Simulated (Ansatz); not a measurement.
Total energies of FH₂InO (`[OH][InH][F]`).

Cartesian coordinates in Å:
```
O 0.217 1.419 0.187
In -0.080 -0.499 -0.130
F -0.230 -0.720 -2.055
H 0.307 1.646 1.116
H -0.214 -1.847 0.882
```

Total charge 0; spin multiplicity 1. Correlated methods include outer-core shells of In, which these sets cover unevenly. In takes the def2 core potential. Geometry: relaxed with PBE0-D4/def2-TZVP. It is a higher conformer; a search finds a lower one. Basis def2-TZVPP, Ansatz.

RPA on PBE orbitals: Hartree–Fock energy of these orbitals -364.73355 Eh, correlation -1.16080 Eh (frozen core).

```
 functional  energy without D4 (Eh)  D4 term (kJ/mol)
LDA (SPW92)              -365.01847                 –
     revPBE              -366.51388             -16.3
       BLYP              -366.46210             -13.1
    r2SCANh              -366.48899              -1.5
      BHLYP              -366.36394              -8.4
  CAM-B3LYP              -366.45590              -5.2
    LC-ωPBE              -366.45771                 –
    ωB97M-V              -366.41942                 –
     B2PLYP              -366.20803                 –
   PBE-QIDH              -366.11697                 –
```

(1) Give the same for PBE, r2SCAN, B97M-V, PBE0, B3LYP, r2SCAN0, HSE06 (plane-wave form), ωB97X-V. (Best estimate.)

B3LYP takes the VWN-RPA correlation (the form of Gaussian; ORCA's B3LYP/G). HSE06 is the plane-wave form, built on full-range PBE exchange. The double hybrids freeze the cores in their second-order part.

Results:

(1) Computed: 
```json
{"functional": "PBE", "energy without D4 (Eh)": "-366.34892", "D4 term (kJ/mol)": "-6.0"}
{"functional": "r2SCAN", "energy without D4 (Eh)": "-366.51510", "D4 term (kJ/mol)": "-1.3"}
{"functional": "B97M-V", "energy without D4 (Eh)": "-366.46401", "D4 term (kJ/mol)": "–"}
{"functional": "PBE0", "energy without D4 (Eh)": "-366.34199", "D4 term (kJ/mol)": "-5.1"}
{"functional": "B3LYP", "energy without D4 (Eh)": "-366.59071", "D4 term (kJ/mol)": "-9.9"}
{"functional": "r2SCAN0", "energy without D4 (Eh)": "-366.45125", "D4 term (kJ/mol)": "-1.6"}
{"functional": "HSE06 (plane-wave form)", "energy without D4 (Eh)": "-366.33319", "D4 term (kJ/mol)": "-4.8"}
{"functional": "ωB97X-V", "energy without D4 (Eh)": "-366.43980", "D4 term (kJ/mol)": "–"}
```

LC-ωPBE has ω = 0.4 bohr⁻¹.
